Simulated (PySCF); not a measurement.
Computed shifts of a molecule C4H10BN, PBE0/pcSseg-1 run with PySCF, GIAO, gas phase, equivalent atoms averaged, in ppm (number of nuclei): ¹³C: 33.8 (1), 19.1 (1), 17.1 (1), 16.0 (1). ¹⁵N: 117.7 (1). ¹H: 3.85 (1), 3.07 (3), 2.22 (2), 1.48 (2), 1.37 (2). References: ¹³C against TMS (σ = 186.3 ppm); ¹⁵N against NH3 (σ = 267.4 ppm); ¹¹B against BF3 (σ = 88.8 ppm); ¹H against TMS (σ = 31.56 ppm), references at their B3LYP-D3(BJ)/def2-TZVP geometries, non-relativistic. Coordinates come from a PBE0-D3(BJ)/def2-SVP optimisation. A frequency run showed that this geometry is not a minimum. The values are those of a single conformer.

Which structure fits?
A. C=CCB(C)N
B. CNB1CCC1
C. C[C@H]1CCB1N
D. C=CB(N)CC

B, CNB1CCC1
